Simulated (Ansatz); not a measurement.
Computed with Ansatz on PBE0-D4/def2-TZVP structures; ΔE is electronic, products minus reactants. CBS: MP2 limit from def2 TZ/QZ plus the TZ coupled-cluster correction, frozen cores. This one scheme is used for every species. Functionals use def2-TZVPP. B3LYP here is the variant with VWN-RPA as its local correlation; programs differ in this. One conformer a species, not always the lowest.

`O[SiH](O)N[SiH](O)Cl` + H₂ → `O[SiH](O)N[SiH2]Cl` + H₂O  (hydrogenolysis of the Si–O bond)

```json
{"level": "B3LYP-D4", "ΔE (kJ/mol)": "98.7"}
{"level": "CCSD/def2-TZVPP", "ΔE (kJ/mol)": "93.7"}
```

**Question.** What does CCSD(T)/CBS give? (An estimate is asked.)

**Answer.** Computed: +95.5 kJ/mol. The listed levels differ from it by 3.2, -1.8 kJ/mol.

Largest T1 diagnostic among the species: 0.011.

In def2-TZVPP, CCSD(T) changes the Hartree–Fock value by +7.4 kJ/mol (the triples alone add +2.7 kJ/mol) and MP2 by +12.9 kJ/mol. The D4 term adds +6.3 kJ/mol with B3LYP and +3.4 kJ/mol with PBE0; it sums over pairs of atoms, weighted by their polarisabilities, and B3LYP, whose exchange is more repulsive, gets the larger term.
